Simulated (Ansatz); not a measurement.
Born–Oppenheimer molecular dynamics of H5InO (7 atoms, charge 0, multiplicity 1). It starts from a relaxed structure.

These are results of UKS B3LYP/def2-SVP (Ansatz 0.2.0), not measurements.

```
ensemble        : NVT, Langevin thermostat
time step       : 2.5 fs
steps asked     : 40
set temperature : 300 K
friction        : 0.01 /fs
seed            : 485744
```

First frame:

```xyz
7
Properties=species:S:1:pos:R:3
O -0.079 -1.361 -0.062
In 0.220 1.063 -0.164
H 0.248 -1.745 0.765
H -1.008 -1.628 -0.117
H -0.547 1.236 -1.720
H -0.729 1.362 1.279
H 1.956 1.005 -0.027
```

Problem. How far do the bonds stretch over the last three quarters of this one trajectory? (Pairs bonded in most of those frames.)

Solution. 
```csv
bond,mean (Å),spread (Å),shortest,longest
O1–In2,2.529,0.050,2.47,2.61
O1–H3,0.970,0.014,0.95,1.00
O1–H4,0.972,0.027,0.93,1.06
In2–H5,1.749,0.013,1.73,1.78
In2–H6,1.759,0.028,1.70,1.81
In2–H7,1.745,0.049,1.65,1.83
```

Pairs bonded in part of these frames only: O1–In2 81 %.

Mean temperature of the second half: 209 K. The mean temperature of the second half is 30 % below the set value. A step of 2.5 fs is long for free X–H stretches (periods near 10 fs) and can bias their spread and the temperature. A run of 0.1 ps of so small a system gives no equilibrium averages.

Run time: 52 s on 1 thread of AMD EPYC 9R45 96-Core Processor (Zen 5), with other jobs on the host, peak memory 0.18 GiB.
